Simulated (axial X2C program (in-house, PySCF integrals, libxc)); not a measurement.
## CaTe: from the spin-free to the two-component result

Calculated with an axial X2C code built on PySCF integrals. Spin-free means the one-electron spin-free X2C Hamiltonian; two-component (2c) means X2C with spin–orbit coupling and atomic mean-field two-electron Coulomb and Gaunt terms, so the difference of the two also holds small scalar two-electron terms. Basis: Te dyall-cv3z [11s12p8d4f1g], Ca dyall-cv3z [11s12p6d4f] (cores contracted in-house); Gaussian nuclei, density fitting, unrestricted open shells. Masses: Te 129.906 u, Ca 39.963 u.

Spin-free state: M_S = 0, Λ = 0 (closed shell); fragments Te + Ca.

```csv
level,Re (Å),ωe (cm⁻¹),De (eV),μ (D)
HF,2.714,296.2,0.933,12.82
MP2,2.738,282.2,2.342,n/a
CCSD,2.735,279.6,1.981,n/a
CCSD(T),2.745,275.0,2.186,n/a
```

Correlated methods: 8 electrons correlated (number of frozen shells: Te 4 s, 3 p, 2 d; Ca 3 s, 2 p), 300 virtual spin orbitals or spinors in MP2, 88 natural virtuals in coupled cluster.

Dipoles are positive if Ca is the positive end.

Two-component determinant lowest at the distance of the search:

Ω = 0 (closed shell); fragments Te + Ca.

| level | Re (Å) | ωe (cm⁻¹) | De (eV) | μ (D) |
| --- | --- | --- | --- | --- |
| HF | 2.726 | 284.8 | n/a | 12.36 |
| MP2 | 2.750 | 273.5 | 2.083 | n/a |
| CCSD | 2.752 | 263.8 | 1.727 | n/a |
| CCSD(T) | 2.761 | 260.4 | 1.927 | n/a |

(1) From the two tables, how do the constants change at the CCSD(T) level (2c against spin-free)?

One determinant describes the state; a PBE0 search over occupations chose it and may have missed a lower one. Closed shells are restricted here (equal orbitals for both partners); the stretched side of such a curve lies too high. De is counted from the lowest determinant-based energies of the atoms at the same level, without counterpoise correction. De is not given where an atomic determinant may have missed its ground term or J level, or where the truncated virtual space spoils (T). CCSD and (T) use frozen natural virtuals with an MP2 correction for the truncation; (T) itself is uncorrected, so its De runs slightly low. The outer-core s and p shells of the metal are frozen in the correlated rows, which leaves out core–valence correlation; for alkali and alkaline-earth bonds that tends to lengthen them. With the outer-core shells frozen, correlated bond lengths of heavy atoms tend to come out a few hundredths of an ångström too long.

## Answers

(1) At the CCSD(T) level Re goes up by 0.016 Å and ωe decreases by 14.6 cm⁻¹; De changes by -0.259 eV.
